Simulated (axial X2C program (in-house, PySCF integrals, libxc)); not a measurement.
TiCl⁺: properties at the nuclei

Calculated with an in-house all-electron X2C program for linear molecules (integrals from PySCF): two-component X2C with atomic mean-field Coulomb and Gaunt terms, Gaussian nuclei, basis Ti dyall-cv3z, Cl dyall-av3z with contracted cores.

R = 2.138 Å (near the PBE0 minimum at charge 1 of the determinant lowest at the starting distance; the state shown can have its own minimum elsewhere).

Determinant lowest in the PBE0 search, Ω = 1 (⟨Sz⟩ = -1.00, ⟨Lz⟩ = 2.00 at PBE0), spin on the atoms Ti -1.03, Cl 0.03:

```csv
level,Eeff magnitude (GV/cm),Ws magnitude Ti (kHz),Ws magnitude Cl (kHz),A∥/gI Ti (MHz),qzz Ti (a.u.),A∥/gI Cl (MHz),qzz Cl (a.u.)
PBE0,0.205,0.0621,0.011,17.4,-0.64,-2.06,0.19
HF,0.303,0.0902,0.0158,226,-0.99,14,0.17
LDA,0.142,0.041,0.0103,-125,-0.46,-7.73,0.03
PBE50,0.251,0.0769,0.0111,120,-0.79,0.316,0.22
PBE,0.143,0.0417,0.00983,-91.8,-0.51,-4.92,0.09
```

Eeff is the effective electric field on the electron electric dipole moment in this Ω state and Ws the scalar–pseudoscalar constant of the nucleus named (defined with the proton number Z and per Ω); A∥ (defined per Ω) follows by multiplying with gI = μI/(I μN); qzz is the electric field gradient, eQq0 = 234.96 MHz × Q/barn × qzz. The operators were transformed with the bare-nucleus X2C matrices; with these basis sets, hyperfine constants and field gradients can be off by tens of per cent, and where levels differ in sign neither size nor sign is settled.

Each state is one determinant with collinear spin, which with several unpaired electrons need not be a pure state. Unrestricted Hartree–Fock can overshoot spin polarisation at the nuclei. With several open shells hyperfine constants can be off by a factor of several. Where Eeff spreads by more than a factor of two the levels disagree and none is to be relied on. Open-shell Ω = 0 determinants with evenly filled partner blocks cannot be reached by this program, so the Ω shown need not be the lowest component. States lie within half an eV, so the first need not be the ground state. Further determinants of the search, some of them spin-mixed, are not shown. Where a field gradient or hyperfine factor spreads by more than a factor of two over the levels, a constant derived from it is not to be relied on.
